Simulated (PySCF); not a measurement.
Computed IR spectrum (relative IR intensity) of a molecule C4H7BF2. Coordinates come from a PBE-D3(BJ)/def2-SVP optimisation. The values are those of a single conformer. Level of theory: PySCF with PBE-D3(BJ)/def2-SVP. No scaling factor is applied to the harmonic values.

Lines under 2 % of the strongest are left out, and lines within 2 cm⁻¹ are merged.

```csv
ν (cm⁻¹),relative intensity
869,8.4
892,11
973,3.9
1070,7.7
1179,19
1251,26
1313,10
1322,24
1357,40
1386,4.8
1401,12
1666,100
3082,2.5
```

### Question
Pick the molecule that these values belong to.
A. FB1CCC[C@H]1F
B. CB(F)/C=C(/C)F
C. C=C(C)CB(F)F
D. C=C(F)CB(C)F

### Answer
B, CB(F)/C=C(/C)F
